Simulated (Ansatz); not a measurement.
## A family of molecules: the HOMO–LUMO gap

One atom is swapped for its congeners: B(NH2)3; Ga(NH2)3; In(NH2)3. The Al member is missing. All are singlets with charge 0.

Shapes, held fixed at every level: PBE0-D4/def2-TZVP. Programs: Ansatz 0.2.0. Values in eV.

| level | B(NH2)3 | Ga(NH2)3 | In(NH2)3 |
| --- | --- | --- | --- |
| SPW92/def2-TZVPP | 5.25 | 4.68 | 3.86 |
| PBE-D4/def2-TZVPP | 5.18 | 4.65 | 3.88 |
| r2SCAN-D4/def2-TZVPP | 6.29 | 5.46 | 4.48 |
| PBE0-D4/def2-TZVPP | 7.44 | 6.94 | 6.13 |
| wB97X-V/def2-TZVPP | 11.74 | 11.33 | 10.53 |
| wB97M-V/def2-TZVPP | 11.15 | 10.85 | 10.15 |

At wB97M-V/def2-TZVPP the HOMO–LUMO gap falls at every step, from 11.15 to 10.15 eV. Every level shows the same order. For atoms past krypton def2 sets carry core potentials with scalar relativity. Relativity is left out for Ga unless named. Orbital gaps aren't excitation energies, and the LUMO depends on the basis.
